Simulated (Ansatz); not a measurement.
Start from `[F][GaH][B](S)Cl` and change one atom or group to get `SB(S)Cl`.

Ansatz, PBE0-D4/def2-TZVP geometries, multiplicity 1. Each molecule was computed in one conformer, which needn't be the lowest.

Scalar relativity is left out up to krypton.

```
                                          property  `[F][GaH][B](S)Cl`
    size of the dipole moment (PBE/def2-TZVPP) / D                0.92
                 HOMO energy (PBE/def2-TZVPP) / eV               -6.59
size of the dipole moment (ωB97M-V/def2-TZVPP) / D                1.04
    zero-point energy (PBE0-D4/def2-TZVP) / kJ/mol                64.7
                HOMO energy (PBE0/def2-TZVPP) / eV               -7.79
  size of the dipole moment (B3LYP/def2-TZVPP) / D                1.03
```

(1) What does the change do to each property? (Estimate.)

Results:

(1) The calculation gave: 
```csv
property,`SB(S)Cl`,shift
size of the dipole moment (PBE/def2-TZVPP) / D,1.06,0.14
HOMO energy (PBE/def2-TZVPP) / eV,-6.58,0.01
size of the dipole moment (ωB97M-V/def2-TZVPP) / D,1.08,0.04
zero-point energy (PBE0-D4/def2-TZVP) / kJ/mol,66.2,1.5
HOMO energy (PBE0/def2-TZVPP) / eV,-7.76,0.03
size of the dipole moment (B3LYP/def2-TZVPP) / D,1.08,0.05
```

The zero-point energy changes by 1.5 kJ/mol with -3 modes. Dipoles are sizes alone; their direction can turn.

B3LYP here is the variant with VWN-RPA as its local correlation; programs differ in this.
